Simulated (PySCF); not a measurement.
SCF from a fresh guess for doublet ReH4, at the PBE0 minimum. PySCF input:

```python
from pyscf import gto, scf, dft
mol = gto.M(atom='''
Re    -0.000000     0.000000     0.000000
H      1.356776    -0.000051     0.922627
H     -1.356776    -0.000002     0.922627
H      0.000025     1.356803    -0.922589
H     -0.000025    -1.356750    -0.922666''',
    basis={'Re': 'def2-TZVP', 'H': 'def2-TZVP'},
    ecp={'Re': 'def2-TZVP'},
    charge=0, spin=1)
mf = dft.UKS(mol, xc='PBE0')
mf.grids.atom_grid = (50, 194)
aux = {'Re': 'def2-universal-JKFIT', 'H': 'def2-universal-JKFIT'}
mf = mf.density_fit(auxbasis=aux)
mf.conv_tol = 1e-08
mf.diis_space = 10
mf.max_cycle = 60
mf.init_guess = 'minao'
mf.verbose = 4
mf.kernel()
```

Excerpt of the output (cycles alone):

```
init E= -61.7648396958902
cycle= 1 E= -80.5376971595012  delta_E= -18.8  |g|= 0.201  |ddm|= 5.04
cycle= 2 E= -80.5562121625255  delta_E= -0.0185  |g|= 0.0251  |ddm|= 0.295
cycle= 3 E= -80.5566995068298  delta_E= -0.000487  |g|= 0.0145  |ddm|= 0.0575
cycle= 4 E= -80.5567400774191  delta_E= -4.06e-05  |g|= 0.0157  |ddm|= 0.0238
cycle= 5 E= -80.5568762854658  delta_E= -0.000136  |g|= 0.00193  |ddm|= 0.0139
cycle= 6 E= -80.5568933482255  delta_E= -1.71e-05  |g|= 0.000756  |ddm|= 0.00815
cycle= 7 E= -80.5568953759109  delta_E= -2.03e-06  |g|= 0.000103  |ddm|= 0.00367
cycle= 8 E= -80.5568953830323  delta_E= -7.12e-09  |g|= 1.43e-05  |ddm|= 0.000157
Extra cycle  E= -80.5568953828236  delta_E= 2.09e-10  |g|= 2.64e-05  |ddm|= 3.63e-05
converged SCF energy = -80.5568953828236  <S^2> = 0.75699588  2S+1 = 2.0069837
```

No lower solution of this spin was found from smeared starts or by a stability analysis within the unrestricted form.

Open d and f shells are described by one determinant, and the ground state may have another occupation or spin. No spin–orbit coupling is included, which matters more the heavier the element.

The search for the lowest solution, 3 starts and the stability check together, took 12 s on 2 threads of a shared Arm Neoverse N1 host, with 64 basis functions; the process peaked at 0.41 GiB.
